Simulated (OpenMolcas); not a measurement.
## Ag3+: ligand-field states by method

Ag3+ with its 6 nearest fluoride ions at 2.263 Å, on the Ca site of CsCaF3 (a = 4.526 Å, distance in the model lattice 2.263 Å). The rest of the host is ab initio model potentials to 7.6 Å and point charges beyond; the distance is set by hand and nothing relaxes, and no local charge compensation is placed. Ligand basis ANO-RCC-VDZP.

- Program: OpenMolcas 26.06
- Basis: ANO-RCC-VTZP [7s6p4d2f1g]
- Scalar Hamiltonian: DKH2, point nucleus
- Active space: 8 electrons in 5 orbitals (4d)
- State averaging: 2S+1 = 3 even, 10 roots; 2S+1 = 1 even, 15 roots
- Spin-orbit coupling: RASSI with atomic mean-field integrals over the reference wave functions

I. CASSCF
II. SS-CASPT2, IPEA 0.25 Eh, imaginary shift 0.1 Eh (closed shells correlated: 4s 4p and the ligand valence shells)
III. SS-CASPT2, IPEA 0.5 Eh, imaginary shift 0.1 Eh (closed shells correlated: 4s 4p and the ligand valence shells)

Spin-free states (labels of O, the rotations of Oh) in cm-1, each column counted from its own energy of the first state listed:

```json
{"State": "3A2", "Degeneracy": "1", "I": "0", "II": "0", "III": "0"}
{"State": "1E", "Degeneracy": "2", "I": "11591", "II": "850", "III": "1390"}
{"State": "3T2", "Degeneracy": "3", "I": "12040", "II": "20040", "III": "19240"}
{"State": "3T1", "Degeneracy": "3", "I": "19038", "II": "23820", "III": "23290"}
```

From I to II, I's first state of the same spin (3T2) moves from 12040 to 20040 cm-1, by about +8000 cm-1.

From I to II, I's first state of another spin (1E) moves from 11591 to 850 cm-1, by about -11000 cm-1.

χT at 300 K: I 1.36, II 1.21, III 1.23 cm3 K/mol.

Roots that are degenerate in the reference are averaged as groups; the widest CASPT2 spread within a group is 550 cm-1 (the 3-fold group of multiplicity 1 near 19400 cm-1 above the lowest state of its run, II). Shifts and gaps below about the spread of the groups concerned are not significant. Over all roots computed the reference weight is 0.55 to 0.70 in II, 0.59 to 0.70 in III; the roots of lowest weight are the least certain, and an intruder state may touch them. Real 4d8 and 5d8 ions are as a rule square planar and diamagnetic. The least metal-like active orbital is 72 % on the metal (Löwdin) and no ligand orbital is active, so the numbers are rough. Ligand-to-metal charge-transfer states are missing. With no ligand orbital active B as a rule stays too high, so bands that hang on it stand too high and its fall with covalency is understated. Without dynamic correlation the repulsion within the d shell is too large (B by tens of per cent), so at a given field states of lower spin stand too high (holds for I). With metal d orbitals alone the field can be off either way by tens of per cent (holds for I). With one d shell and no ligand orbital active, 10Dq can be off by a tenth or more (holds for II; III). The distance lies 6 % over the 2.131 Å that this model takes as the normal distance (a Shannon-type radius plus a fixed donor radius, weighted with the host); by an R⁻⁵ law this alone changes a d-shell field by about -26 %. No measured value stands beside these numbers; the geometry was set by hand and not optimised.
